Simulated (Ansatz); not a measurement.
Reaction 0.5 R1 + 1.5 R2 → P1, each structure at its B3LYP-D3(BJ)/def2-TZVP stationary point, reached from a drawn start (curvature not checked).
R1: N2 (SMILES N#N), charge 0, multiplicity 1.
P1, NH3 (SMILES N) (charge 0, multiplicity 1, Z-matrix in Å and degrees):
```
N
H 1 1.0136
H 1 1.0136 2 107.33
H 1 1.0136 2 107.33 3 -115.10
```
R2: H2 (SMILES [H][H]), charge 0, multiplicity 1.

P less R. No zero-point or thermal terms.

Cores are frozen in the correlated methods.

Programs: Ansatz (a quantum-chemistry and plane-wave program). All values are computed, each at the level named.

Total energies in hartree:

```csv
structure,PBE/def2-TZVPP,r2SCAN/def2-TZVPP,CCSD(T)/cc-pVQZ
R1,-109.451606,-109.512116,-109.404154
P1,-56.510610,-56.548531,-56.492970
R2,-1.166122,-1.171285,-1.173794
```

Problem. Work out the reaction energy at each level in kJ/mol (1 hartree = 2625.49964 kJ/mol), and say how far PBE/def2-TZVPP lies from CCSD(T)/cc-pVQZ.

Solution. 
- PBE/def2-TZVPP: (-56.510610) − 0.5 × (-109.451606) − 1.5 × (-1.166122) = -0.035624 hartree = -93.5 kJ/mol
- r2SCAN/def2-TZVPP: (-56.548531) − 0.5 × (-109.512116) − 1.5 × (-1.171285) = -0.035545 hartree = -93.3 kJ/mol
- CCSD(T)/cc-pVQZ: (-56.492970) − 0.5 × (-109.404154) − 1.5 × (-1.173794) = -0.030202 hartree = -79.3 kJ/mol
PBE/def2-TZVPP less CCSD(T)/cc-pVQZ: -14.2 kJ/mol. CCSD(T)/cc-pVQZ is the level counted from, the highest shown, and no exact or measured value.
